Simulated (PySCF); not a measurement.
## Spin states of BiF⁺

Unrestricted PBE0; basis Bi def2-SVP with ECP60, F def2-SVP; scalar-relativistic core potentials; PySCF 2.14. Outer shells of the fragments: Bi+ 5d10 6s2 6p2; F 2s2 2p5.

Followed along the bond (rough minima from three points):

| 2Ms+1 | unpaired | ⟨S²⟩ at the start | R at minimum (Å) | Te (eV) |
| --- | --- | --- | --- | --- |
| 2 | π ↑ | 0.75 | 1.99 | 0.00 |
| 4 | π ↑↑↑ | 3.75 | none in the scan | ≤ 3.39 |

Solutions found at the starting distance of 2.175 Å, counted from the lowest of them; the search is not exhaustive and high or unbound solutions are not listed, so other states can lie among these:

```csv
2Ms+1,unpaired,term,E (eV),⟨S²⟩,⟨Lz²⟩,μ (D)
2,π ↑,²Π,0.00,0.75,1.00,-3.95
2,σ ↑,²Σ⁺,2.39,0.75,0.00,-3.32
4,π ↑↑↑,⁴Π,3.39,3.75,1.00,0.91
4,"σ ↑, π ↑↑",⁴Σ⁻,3.65,3.76,0.00,-0.38
2,π ↑↑↓,mixed,3.77,1.76,3.01,0.91
2,"σ ↓, π ↑↑",mixed,3.85,1.76,0.00,-0.13
```

A term symbol is given only where ⟨S²⟩ and ⟨Lz²⟩ are close to those of a pure state; real π, δ and φ orbitals otherwise mix terms. A positive dipole points towards F; it is taken about the centre of mass and depends on that origin.

These are scalar-relativistic numbers at best; spin–orbit coupling would shift them, the dissociation energy most. Counting both spins, an empty level lies below a filled one in some of these solutions, because spin and occupation are held.
